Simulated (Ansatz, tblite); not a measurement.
Cost and result up the ladder for the cluster Sr5O6 (11 atoms). The state is a singlet with charge 0. Geometry: PBE-D4/def2-SVP.

| atom | x (Å) | y (Å) | z (Å) |
| --- | --- | --- | --- |
| Sr1 | 1.472 | -0.803 | 0.711 |
| Sr2 | 0.419 | 1.810 | -1.404 |
| Sr3 | -0.514 | -1.407 | -2.201 |
| Sr4 | 1.109 | 2.000 | 2.755 |
| Sr5 | -2.097 | 0.150 | 0.340 |
| O6 | -0.653 | -1.791 | 0.213 |
| O7 | -0.067 | 1.363 | 0.902 |
| O8 | 2.406 | 0.360 | 2.481 |
| O9 | -1.983 | -2.134 | -0.394 |
| O10 | -1.507 | 0.668 | -1.817 |
| O11 | 1.415 | -0.217 | -1.585 |

Ansatz on 4 threads of Arm Neoverse V1 on a shared host; xTB runs through tblite on one thread. Times are rough, summed over both states, and most runs start from the orbitals of an earlier one. No level here is sound enough to serve as a yardstick. The other state is a quintet at its own geometry.

In the def2 sets Sr takes a core potential; there is no spin–orbit coupling. The xTB rows come from tblite. LC-ωPBE has ω = 0.4 bohr⁻¹. The structure holds one bond between oxygen atoms, so isomers without such links may lie far lower. HOMO above LUMO, or a gap near zero within one spin, warns that the state may not be the lowest or that an electron is smeared out. The structure comes from a short search, and lower isomers may exist.

xTB has no spin-polarisation term.

```json
{"level": "LC-ωPBE/def2-TZVP (with forces)", "functions": "351", "quintet − singlet (eV)": "4.27", "remarks": "–"}
{"level": "PBE-D4/def2-TZVP", "functions": "351", "quintet − singlet (eV)": "3.97", "remarks": "gap within one spin near zero (quintet)"}
{"level": "GFN1-xTB", "functions": "69", "quintet − singlet (eV)": "4.43", "remarks": "–"}
{"level": "revPBE-D4/def2-TZVP", "functions": "351", "quintet − singlet (eV)": "3.82", "remarks": "gap within one spin near zero (quintet)"}
```

Estimate how long each takes.

GFN1-xTB 0.056 s; revPBE-D4/def2-TZVP 38 s; PBE-D4/def2-TZVP 38 s; LC-ωPBE/def2-TZVP (with forces) 1.7 min. On shared hardware such times vary by a factor of up to 3.
